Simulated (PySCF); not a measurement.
Bi(F)(Me)2 (C2H6BiF), SMILES [CH3][Bi]([CH3])[F].

Geometry: B3LYP-D3(BJ)/def2-SVP. The structure was generated by enumeration; whether it is a known compound was not checked. The def2 effective core potentials stand for the cores of Bi; spin–orbit coupling is left out.

Level of theory: PySCF with B3LYP/def2-TZVP.

Symmetry labels are those of the subgroup Cs that the program uses (full group Cs).

Computed valence orbital energies around the gap with their symmetry:
```csv
orbital,symmetry,energy (eV)
HOMO−7,A',-11.32
HOMO−6,A",-11.02
HOMO−5,A",-10.96
HOMO−4,A',-10.11
HOMO−3,A",-9.78
HOMO−2,A',-9.69
HOMO−1,A",-7.77
HOMO,A',-7.01
LUMO,A',-1.50
LUMO+1,A",-0.49
LUMO+2,A',0.14
LUMO+3,A',0.96
```
